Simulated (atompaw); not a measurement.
What one change does to a pseudopotential (barium (Ba), PAW (atompaw))

| Property | Result |
| --- | --- |
| Element | Ba |
| Generator | atompaw 4.2.0.5 |
| Type | PAW |
| Functional | LDA (PW92) |
| Relativity | scalar-relativistic |
| Frozen core | [Xe] |
| Valence charge | 2 |
| Reference configuration | 5d0 6s1.5 6p0 (charge +0.5) |
| Partial waves | 6s (bound): rc 3.00 bohr; 6s channel at 0.2 Ry: rc 3.00 bohr; 6p (bound, empty): rc 3.00 bohr; 6p channel at 0.25 Ry: rc 3.00 bohr; 5d (bound, empty): rc 3.00 bohr; 5d channel at 3.8 Ry: rc 3.00 bohr |
| Local potential | bessel scheme, radius 2.00 bohr |
| Core correction | smooth core density matched at 1.75 bohr |
| Augmentation charge | gaussian compensation charge, radius 2.65 bohr; PAW radius 3.00 bohr; waves and projectors: custom polynom gramschmidtortho |

All-electron outer shells of the reference configuration (LDA (PW92), scalar-relativistic, ld1.x):

| shell | level (eV) | outermost node (bohr) | outermost maximum (bohr) |
| --- | --- | --- | --- |
| 5p | -21.52 | 0.86 | 1.67 |
| 6s | -5.52 | 1.96 | 3.95 |
| 5d | -4.59 | 1.00 | 2.46 |
| 6p | -3.13 | 2.34 | 5.01 |

Change: local potential bessel scheme, radius 2.44 bohr.

Cutoffs: the cutoffs (Ry, on a coarse ladder) from which the occupation-weighted sum of valence levels, in a spherical-Bessel basis at the reference potential, stays within 10 and 1 mRy of its value at 400 Ry; they do not see the model core or the augmentation charge, which bear on the density cutoff.

What does the change do?

Both files are so soft that the ladder of cutoffs tells neither apart; both files keep a bound ghost (p, s); the range in which the d phases agree narrows (upper end at the end of the scan → 2.7).

| quantity | base | changed |
| --- | --- | --- |
| cutoff, loose | 6 Ry | 6 Ry |
| cutoff, tight | 6 Ry | 6 Ry |
| bound ghosts | s, p | s, p |
| s: phases at 3.01 bohr within 0.05 rad from the reference energy up to (Ry; the scan ends near 5) | 4.2 | 3.7 |
| p: phases at 3.01 bohr within 0.05 rad from the reference energy up to (Ry; the scan ends near 5) | to the end of the scan | to the end of the scan |
| d: phases at 3.01 bohr within 0.05 rad from the reference energy up to (Ry; the scan ends near 5) | to the end of the scan | 2.7 |
| lowest overlap eigenvalue by channel | s 0.68, p 0.83, d 0.86 | s 0.57, p 0.86, d 0.89 |

 A true bound ghost makes a file unfit for plane-wave use even where its test errors are small: the radial tests pick states by their node count and pass the ghost by. The cutoffs see the waves, projectors and local potential, not the compensation charge or the core.
